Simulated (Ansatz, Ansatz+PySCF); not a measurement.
```xyz
2

B     0.0000    0.0000   -0.2818
H     0.0000    0.0000    1.4089
```

Basis set: 6-31G (spherical functions). Left uncorrelated: 1 orbital. Charge 0, multiplicity 1.

Computed with Ansatz (development build ahead of 0.2.0); each method stands on the lowest determinant of its kind that the runs found. Restricted open shells among the atoms or ions are ROHF, correlated in semicanonical orbitals with singles. Restricted functionals stand beside restricted open-shell atoms, which can lie above the unrestricted atoms usual in DFT and then raise those values.

**Question.** Give the atomization energy at this shape (free ground-state atoms in the same class of orbitals less the molecule, no zero-point energy) of singlet BH by PBE0 (restricted), RHF-CCSD(T), RHF-MP2, UHF-MP2, RHF, UHF.

**Answer.**

```tsv
method	atomization energy
PBE0 (restricted)	245.5 kJ/mol
RHF-CCSD(T)	224.5 kJ/mol
RHF-MP2	194.9 kJ/mol
UHF-MP2	183.9 kJ/mol
RHF	140.3 kJ/mol
UHF	146.7 kJ/mol
```

Caution for RHF-CCSD(T), RHF-MP2, UHF-MP2: bonds are stretched, where a single reference can fail. Caution for UHF-MP2: another reference gives a lower total. Caution for UHF-MP2, UHF: the unrestricted determinant is spin contaminated.

This basis has no polarisation functions and is too small for such energies, which can lie far from measured ones in either direction.
